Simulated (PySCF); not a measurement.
C3H10Si, SMILES C([SiH2]C)C, singlet (GFN2-xTB optimised geometry):

```
14

C      1.561    -1.592    -0.006
C      0.969    -0.188     0.000
Si    -0.936    -0.188     0.000
C     -1.565     1.603     0.000
H      1.238    -2.140    -0.888
H      1.238    -2.147     0.872
H      2.650    -1.559    -0.006
H      1.341     0.348     0.876
H      1.341     0.356    -0.871
H     -1.427    -0.886    -1.197
H     -1.427    -0.886     1.196
H     -1.221     2.147    -0.874
H     -2.650     1.630    -0.004
H     -1.227     2.145     0.878
```

Method: B3LYP/def2-TZVP (PySCF).

**Question.** What are the frontier orbital energies and the dipole moment?

**Answer.** HOMO-2 -8.94 eV, HOMO-1 -8.68 eV, HOMO -7.96 eV, LUMO 0.62 eV, LUMO+1 0.80 eV; dipole moment 0.65 D.

On the same geometry PBE/def2-TZVP in PySCF 2.14.0 gives HOMO-2 -7.75 eV, HOMO-1 -7.56 eV, HOMO -6.89 eV, LUMO 0.09 eV, LUMO+1 0.31 eV; dipole moment 0.71 D.

Meta-Löwdin charges at B3LYP/def2-TZVP: C1 -0.32, C2 -0.43, Si3 0.67, C4 -0.59, H5 0.11, H6 0.11, H7 0.11, H8 0.11, H9 0.11, H10 -0.12, H11 -0.12, H12 0.12, H13 0.12, H14 0.12.
